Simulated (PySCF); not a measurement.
**Ionisation energy of Te³¹⁺ by level of theory**

Te³¹⁺ [Ar] 3d3 (4F) → Te³²⁺ [Ar] 3d2 (3F), as a difference of total energies. All numbers are calculated (PySCF 2.14, no relativity, point nucleus, in an even-tempered Gaussian basis (17 s from 4.4 bohr⁻², ratio 2.5; 11 p from 5.7 bohr⁻², ratio 2.5; 8 d from 5.7 bohr⁻², ratio 2.5; 4 f from 22 bohr⁻², ratio 2.7; 3 g from 33 bohr⁻², ratio 2.7)). Correlated levels: outer shells: [Ne] frozen; virtual orbitals above 40 to 60 times the deepest correlated orbital energy dropped. The calculations carry no spin-orbit coupling.

```tsv
method	ionisation energy (eV)
UHF	1888.3
LDA	1888.3
PBE	1888.2
PBE0	1888.7
r2SCAN	1889.7
r2SCANh	1889.7
TPSSh	1887.3
MP2 (outer shells)	1888.4
SCS-MP2 (outer shells)	1888.1
```

A first-order spin-orbit estimate (lowest level to lowest level, LS coupling) adds -0.284 eV.

All relativistic terms are absent from these numbers, so their closeness to the reference says little about the methods.

For comparison: 1889 ± 4 eV (theoretical estimate listed by NIST; NIST Atomic Spectra Database, ionization energies).
